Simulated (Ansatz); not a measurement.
[MnNF4]2- (MnNF4²⁻). Total charge -2; singlet. Geometry PBE0-D4/def2-SVPD.

```csv
atom,x (Å),y (Å),z (Å)
Mn1,0.002,-0.090,-0.049
N2,0.034,-1.386,-0.757
F3,0.809,1.164,-1.218
F4,1.617,0.007,0.937
F5,-0.827,-0.427,1.621
F6,-1.635,0.731,-0.533
```

A multiply charged anion in the gas phase is held together partly by the finite basis. Removing one electron lowers the energy by 2.01 eV at PBE0-D4/def2-TZVPD, so it isn't bound. At PBE-D4/def2-SVPD, PBE-D4/def2-TZVPD, r2SCAN-D4/def2-TZVPD, PBE0-D4/def2-SVPD and others the highest occupied level of the charge -2 singlet lies above zero (up to 6.04 eV). By energy differences it is unbound by 2.63 eV (vertical, to the charge -1 doublet, at PBE-D4/def2-TZVPD) and held by the finite basis. At r2SCAN-D4/def2-TZVPD the restricted singlet is unstable: a solution with broken spin symmetry lies lower. The order of the spin states hangs on the level: the triplet lies 0.62 eV below the singlet at PBE0-D4/def2-TZVPD, but 0.31 eV above it at PBE-D4/def2-TZVPD. The singlet is doubtful at PBE0-D4/def2-TZVPD (restricted singlet, unstable towards broken spin symmetry). The triplet is doubtful at PBE0-D4/def2-TZVPD (⟨S²⟩ 3.47, where a pure state has 2.00). The triplet is doubtful at PBE-D4/def2-TZVPD (⟨S²⟩ 2.80, where a pure state has 2.00).

(1) Estimate the orbital energies around the gap (eV) in Ansatz with PBE-D4/def2-SVPD, PBE-D4/def2-TZVPD, r2SCAN-D4/def2-TZVPD, PBE0-D4/def2-SVPD, r2SCAN0-D4/def2-TZVPD.

Results:

(1) 
```
orbital  PBE-D4/def2-SVPD  PBE-D4/def2-TZVPD  r2SCAN-D4/def2-TZVPD  PBE0-D4/def2-SVPD  r2SCAN0-D4/def2-TZVPD
 HOMO−5              2.34               2.32                  1.98               0.46                   0.19
 HOMO−4              2.39               2.36                  2.01               0.50                   0.22
 HOMO−3              2.85               2.85                  2.54               1.10                   0.82
 HOMO−2              2.85               2.85                  2.54               1.13                   0.94
 HOMO−1              3.04               3.01                  2.65               1.13                   0.94
   HOMO              5.97               6.04                  5.51               3.02                   2.72
   LUMO              7.09               6.95                  7.15               7.86                   7.58
 LUMO+1              7.09               6.95                  7.15               7.86                   7.75
 LUMO+2              7.55               6.99                  7.42               8.01                   7.75
 LUMO+3              7.60               7.41                  7.94               8.53                   8.29
 LUMO+4              8.00               7.60                  7.96               8.99                   8.61
 LUMO+5              8.53               7.77                  8.08               9.14                   8.61
```
